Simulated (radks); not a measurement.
Results of a calculation; reference values are marked as such.
Problem. Xe13+, 41 electrons, occupied as [Kr] 4d5 (the NIST ground configuration). Code: a radial shooting solver on a logarithmic mesh with Libxc functionals. Model: scalar-relativistic Kohn-Sham, LDA (Slater exchange, Perdew-Wang correlation), spin-polarised, spherical densities, finite nucleus; open shells are filled with parallel spins first (spin-orbit coupling, left out, can overturn this in heavy ions); Fermi nuclear charge, rms radius 4.7859 fm. Some entries of the table are withheld. Estimate them.

orbital,occ.,eigenvalue (Ry),<r^2> (bohr^2)
1s up,1,-2543.825,0.0009654
1s down,1,-2543.819,0.0009654
2s up,1,-413.2535,0.01551
2s down,1,-413.0847,0.01551
2p up,3,-373.1334,0.01228
2p down,3,-372.9973,0.01228
3s up,1,-100.1205,0.1071
3s down,1,-100.0041,0.1069
3p up,3,-87.16554,0.1070
3p down,3,-87.04086,0.1067
3d up,5,-67.98399,(1)
3d down,5,-67.82276,(2)
4s up,1,-32.98421,0.5336
4s down,1,-32.47875,0.5340
4p up,3,-28.66206,0.5893
4p down,3,-28.15945,0.5909
4d up,5,-22.24969,0.6847
4d down,0,-21.75852,0.6902

Solution. 
(1) 3d up <r^2> (bohr^2): 0.09232
(2) 3d down <r^2> (bohr^2): 0.09213
